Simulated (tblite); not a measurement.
Species: C₉H₉OP.
Numbering: `[CH3:1][C:2]1=[CH:3][c:4]2[cH:5][cH:6][cH:7][cH:8][c:9]2[P@H:10]1=[O:11]` (hydrogens: H12, H13, H14 on C1; H15 on C3; H16 on C5; H17 on C6; H18 on C7; H19 on C8; H20 on P10)

Method: GFN2-xTB as coded in tblite; computed harmonic values from a numerical Hessian at the method's own geometry, unscaled. This tight-binding method is rough: wavenumbers can miss measured ones by several per cent, in bad cases by 10 to 20. Modes of hydrogen on phosphorus can be 10 to 20 % off.

Harmonic wavenumbers (cm⁻¹): 81.0, 95.6, 114.9, 175.0, 210.0, 243.0, 280.2, 356.9, 399.2, 441.6, 450.9, 501.9, 509.4, 592.0, 652.5, 669.7, 699.4, 771.2, 784.3, 854.6, 864.7, 882.8, 912.6, 929.1, 941.3, 1002.0, 1018.2, 1051.8, 1076.0, 1137.1, 1158.6, 1178.5, 1216.4, 1238.2, 1272.6, 1285.5, 1345.8, 1393.1, 1429.4, 1440.4, 1458.5, 1467.9, 1577.6, 1586.3, 1641.7, 2237.1, 2984.6, 3008.3, 3026.1, 3075.2, 3077.3, 3079.0, 3085.2, 3094.3.

A = 1970, B = 784.2, C = 578.6 MHz; mass 164.039 u (most abundant isotopes); point group C1, symmetry number 1.

Problem. Zero-point energy?

Solution. ½Σν̃ = 33028 cm⁻¹ = 94.43 kcal/mol.

Problem. Give the ideal-gas entropy at 350 K and 1 bar in the rigid-rotor, harmonic-oscillator model (classical rotation).

Solution. Translation 42.02, rotation 30.74, vibration 32.61: S = 105.4 cal/(mol K).

Problem. And Cp and H(350 K) − H(0)?

Solution. Cp = 46.97 cal/(mol K), of which vibrations give 39.03 (their classical limit is 54 R = 107.3); H(350 K) − H(0) = 9.21 kcal/mol without the zero-point energy, 6.43 from vibrations.

Problem. What must be added to the electronic energy to get the Gibbs energy at 350 K and 1 bar?

Solution. ZPE + [H(350 K) − H(0)] − T·S = 94.43 + 9.21 − 36.88 = 66.76 kcal/mol.

Problem. Which modes carry the vibrational entropy at 350 K?

Solution. 81.0 cm⁻¹: 4.18; 95.6 cm⁻¹: 3.86; 114.9 cm⁻¹: 3.50; 175.0 cm⁻¹: 2.68; 210.0 cm⁻¹: 2.34; 243.0 cm⁻¹: 2.07 cal/(mol K); the other 48 give 13.98 together.

Problem. Blend soft modes into free rotors: weight 1/[1 + (100 cm⁻¹/ν̃)⁴] for the oscillator and the rest for a rotor with moment μB/(μ + B), μ = h/(8π²ν), B = 10⁻⁴⁴ kg m². What vibrational entropy results?

Solution. 31.27 cal/(mol K) in place of 32.61, which changes −T·S at 350 K by +0.47 kcal/mol.

Problem. How do the functions run with temperature in this model?

Solution. 
```json
{"T (K)": "150", "S (cal/(mol K))": "77.1", "Cp (cal/(mol K))": "23.1", "H − H(0) (kcal/mol)": "2.22", "G − H(0) (kcal/mol)": "-9.36", "ln q(vib)": "2.16"}
{"T (K)": "250", "S (cal/(mol K))": "91.7", "Cp (cal/(mol K))": "35.0", "H − H(0) (kcal/mol)": "5.11", "G − H(0) (kcal/mol)": "-17.81", "ln q(vib)": "4.58"}
{"T (K)": "298.15", "S (cal/(mol K))": "98.3", "Cp (cal/(mol K))": "40.8", "H − H(0) (kcal/mol)": "6.94", "G − H(0) (kcal/mol)": "-22.38", "ln q(vib)": "5.81"}
{"T (K)": "400", "S (cal/(mol K))": "112.0", "Cp (cal/(mol K))": "52.5", "H − H(0) (kcal/mol)": "11.70", "G − H(0) (kcal/mol)": "-33.10", "ln q(vib)": "8.49"}
{"T (K)": "600", "S (cal/(mol K))": "136.8", "Cp (cal/(mol K))": "70.0", "H − H(0) (kcal/mol)": "24.07", "G − H(0) (kcal/mol)": "-58.03", "ln q(vib)": "13.90"}
{"T (K)": "900", "S (cal/(mol K))": "168.5", "Cp (cal/(mol K))": "85.7", "H − H(0) (kcal/mol)": "47.66", "G − H(0) (kcal/mol)": "-104.00", "ln q(vib)": "21.76"}
```

q(vib) and H(0) count from the zero-point level.

Hindered rotation and anharmonicity are outside this model. The structure is chiral; the term R ln 2 for an equal mix with its mirror image is left out.
